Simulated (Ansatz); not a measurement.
CH3InO4, SMILES `O=[C](O)[In]([OH])[OH]`. Charge 0, multiplicity 1. In takes the def2 core potential.

Cartesian coordinates in Å:
```
O -0.646 0.013 -2.337
C -0.259 0.563 -1.348
O -0.075 1.890 -1.262
In 0.221 -0.440 0.527
O -1.057 -1.021 1.925
O 2.044 -1.004 1.022
H -0.301 2.276 -2.127
H -1.973 -0.802 1.739
H 2.045 -1.475 1.860
```

Q: List the harmonic frequencies (cm⁻¹, unscaled) at PBE0-D4/def2-TZVP in Ansatz. (An estimate is asked.)

A: The calculation gave: 25, 73, 95, 131, 209, 282, 290, 347, 442, 597, 611, 670, 698, 790, 836, 1131, 1297, 1812, 3681, 3877, 3896.

Q: Is this a minimum?

A: Yes, all 21 modes are real.

Q: Give the ideal-gas thermochemistry at 298.15 K and 1 bar (rigid rotor, harmonic oscillator; point group C1, symmetry number 1).

A: Zero-point energy 130.3 kJ/mol; H(298) − E = 155.7 kJ/mol; entropy 401.2 J/(mol·K), of which translation 174.5, rotation 118.6, vibration 108.0; G(298) − E = 36.1 kJ/mol. Modes under 100 cm⁻¹ are hindered rotations or soft bends, so the harmonic entropy is rough.

Q: And at 400, 500, 600, 800 and 1000 K?

A: 
```
T (K)  H − E (kJ/mol)  S (J/mol/K)  G − E (kJ/mol)
  400           169.1        439.6            -6.8
  500           183.5        471.7           -52.4
  600           198.8        499.5          -101.0
  800           231.2        546.1          -205.7
 1000           265.3        584.1          -318.8
```

Q: Rotational constants (cm⁻¹)?

A: 0.1272, 0.04549, 0.03987.
